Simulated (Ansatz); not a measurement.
Mulliken charges of CH$_{4}$GeSe, SMILES `[GeH3][CH]=[Se]` from PBE/def2-TZVPP in Ansatz (PBE0-D4/def2-TZVP geometry).

```json
{"atom": "Ge1", "x (Å)": "-0.694", "y (Å)": "0.316", "z (Å)": "-0.335", "charge (e)": "0.129"}
{"atom": "C2", "x (Å)": "0.988", "y (Å)": "-0.313", "z (Å)": "0.434", "charge (e)": "-0.208"}
{"atom": "Se3", "x (Å)": "1.370", "y (Å)": "-1.991", "z (Å)": "0.752", "charge (e)": "-0.049"}
{"atom": "H4", "x (Å)": "-1.570", "y (Å)": "-0.895", "z (Å)": "-0.662", "charge (e)": "0.007"}
{"atom": "H5", "x (Å)": "-0.385", "y (Å)": "1.136", "z (Å)": "-1.601", "charge (e)": "-0.003"}
{"atom": "H6", "x (Å)": "-1.385", "y (Å)": "1.240", "z (Å)": "0.683", "charge (e)": "-0.002"}
{"atom": "H7", "x (Å)": "1.738", "y (Å)": "0.438", "z (Å)": "0.683", "charge (e)": "0.126"}
```

By hand: the dipole of these point charges (1 e Å = 4.8032 D).

Σ q r = (-0.150, 0.246, -0.085) e Å, of length 0.300 e Å = 1.44 D.

How does the dipole of the full density compare? (Best estimate.)

Ansatz gave: (-0.068, 0.268, -0.053) e Å, 1.35 D; the point charges give 1.07 times that, at 18° from its direction.

Point charges leave out the atoms' own dipoles, such as those of lone pairs, and Mulliken's split depends on the basis, so the close match here is no proof of good charges.
